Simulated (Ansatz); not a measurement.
Job for Ansatz (a program for electronic structure): R-wB97X-V/def2-TZVPPD on HCl (SMILES Cl) with ghost functions, monomers drawn apart or pushed together. Files ending in .json are basis or fitting sets from the Basis Set Exchange.

Ansatz 0.2 input:
```yaml
crystal:
  periodic: [false, false, false]
  atoms:
    - {symbol: Cl, position_ang: [-0.15233745, -0.05620710, 0.44346865]}
    - {symbol: H, position_ang: [0.14962411, 0.49239252, 1.58775990]}
basis:
  gaussian:
    orbitals: def2-TZVPPD.json
    ghost_atoms:
      - {symbol: C, position_ang: [-0.28402319, 0.22859463, 5.46753072]}
      - {symbol: O, position_ang: [0.33429223, 1.07281233, 4.87127516]}
      - {symbol: H, position_ang: [-0.34900321, 0.23795132, 6.56838707]}
      - {symbol: H, position_ang: [-0.80914173, -0.58608201, 4.93966939]}
hamiltonian:
  xc: {name: wB97X-V}
scf: {lower_state_search: off}
```

Output:

```
WARN ansatz: RAYON_NUM_THREADS=1 ignored (pool sized by the plan → 1); use --threads N
Functional definition: wB97X-V
these checks for a lower state are left out or cut short: stability, starts, cluster_reference, orbital_swaps, neighbouring_geometries, increment
integrals: 0.09 GiB planned
828 factors; their error is unknown
integrals: 0.12 GiB planned
233 factors; integrals over basis functions are off by at most 4.2e-5 eV
mean field: 0.76 GiB planned
mean field evaluation 1: about -12537.2867 eV, gradient 1.0e1 eV
mean field evaluation 2: about -12537.5322 eV, gradient 6.9e0 eV
mean field evaluation 4: about -12537.6155 eV, gradient 1.8e-1 eV
mean field evaluation 8: about -12537.6379 eV, gradient 2.4e-2 eV
mean field -12537.63791122 eV, -460.7496949210 hartree, gradient 3.1e-6 eV, S^2 0.000000; 0 other end points of the search recorded, 0 dependent functions left out
reference -12537.63790896 eV, -460.7496948381 hartree; 9, 9 occupied and 170, 170 virtual orbitals, 828 factors
Total energy: -12537.63790896 eV, -460.7496948381 hartree
Checks for a lower state left out: stability, starts, cluster_reference, orbital_swaps, neighbouring_geometries, increment
```

The calculation finished and met its thresholds.

Cost: around 4 core-seconds (rough).
